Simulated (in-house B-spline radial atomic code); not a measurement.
Ionisation energies along the 16-electron series, configuration 1s2 2s2 2p6 3s2 3p1/2(2) 3p3/2(2), as differences of self-consistent energies. Dirac energy differences include first-order Breit, QED and recoil terms. NIST's values go from ground level to ground level; the uncertainty of those that are theory runs from under 0.1 % in few-electron ions to several per cent in heavy many-electron ones. Computed with an all-electron radial atomic-structure program (B-spline basis): Dirac-Hartree-Fock, jj configuration that fills j = l - 1/2 first, finite nuclei.

A number in brackets counts the electrons of a j subshell.

```csv
ion,configuration after,ionisation energy (eV),IE/(q+1)² (eV),-ε less Coulomb ΔSCF (eV),Breit and QED recoil part (eV),tabulated value (eV),tabulated kind,computed minus tabulated (eV)
Ga15+,[Ne] 3s2 3p1/2(2) 3p3/2(1),549.6,2.1467,0.72886,-0.18864,548.3,semi-empirical,1.3
Ge16+,[Ne] 3s2 3p1/2(2) 3p3/2(1),?,?,?,?,?,semi-empirical,?
As17+,[Ne] 3s2 3p1/2(2) 3p3/2(1),673.9,2.0798,0.73052,-0.25386,672.9,semi-empirical,1.0
Se18+,[Ne] 3s2 3p1/2(2) 3p3/2(1),740.6,2.0516,0.73148,-0.29124,739.8,semi-empirical,0.8
Br19+,[Ne] 3s2 3p1/2(2) 3p3/2(1),?,?,?,?,?,semi-empirical,?
Kr20+,[Ne] 3s2 3p1/2(2) 3p3/2(1),?,?,?,?,?,semi-empirical,?
Rb21+,[Ne] 3s2 3p1/2(2) 3p3/2(1),959.3,1.982,0.73464,-0.42478,958.9,semi-empirical,0.4
Sr22+,[Ne] 3s2 3p1/2(2) 3p3/2(1),1038.3,1.9629,0.73575,-0.4768,1038,semi-empirical,0.3
Zr24+,[Ne] 3s2 3p1/2(2) 3p3/2(1),1205.7,1.9291,0.73803,-0.59317,1205.4,semi-empirical,0.3
Nb25+,[Ne] 3s2 3p1/2(2) 3p3/2(1),1294.0,1.9142,0.73919,-0.65771,1293.7,semi-empirical,0.3
Mo26+,[Ne] 3s2 3p1/2(2) 3p3/2(1),1385.4,1.9004,0.74035,-0.72665,1385.1,semi-empirical,0.3
Tc27+,[Ne] 3s2 3p1/2(2) 3p3/2(1),1479.8,1.8875,0.74152,-0.80043,1479.5,semi-empirical,0.3
Ru28+,[Ne] 3s2 3p1/2(2) 3p3/2(1),1577.4,1.8756,0.74268,-0.87878,1577,semi-empirical,0.4
Rh29+,[Ne] 3s2 3p1/2(2) 3p3/2(1),1678.1,1.8646,0.74385,-0.96222,1677.6,semi-empirical,0.5
```

Fill in the row of Ge16+.

ionisation energy (eV): 610.2; IE/(q+1)² (eV): 2.1113; -ε less Coulomb ΔSCF (eV): 0.72964; Breit and QED recoil part (eV): -0.21964; tabulated value (eV): 609.1; computed minus tabulated (eV): 1.1.

Fill in the row of Br19+.

ionisation energy (eV): 810.4; IE/(q+1)² (eV): 2.0261; -ε less Coulomb ΔSCF (eV): 0.73249; Breit and QED recoil part (eV): -0.33221; tabulated value (eV): 809.8; computed minus tabulated (eV): 0.6.

Fill in the row of Kr20+.

ionisation energy (eV): 883.3; IE/(q+1)² (eV): 2.003; -ε less Coulomb ΔSCF (eV): 0.73355; Breit and QED recoil part (eV): -0.37658; tabulated value (eV): 882.8; computed minus tabulated (eV): 0.5.

How far is this level of theory from the measured and semi-empirical values?

Over those 14 rows the differences run from +0.258 to +1.26 eV (mean absolute value 0.58 eV). The calculation leaves out correlation and, in open shells, the multiplet splittings that an average leaves out.
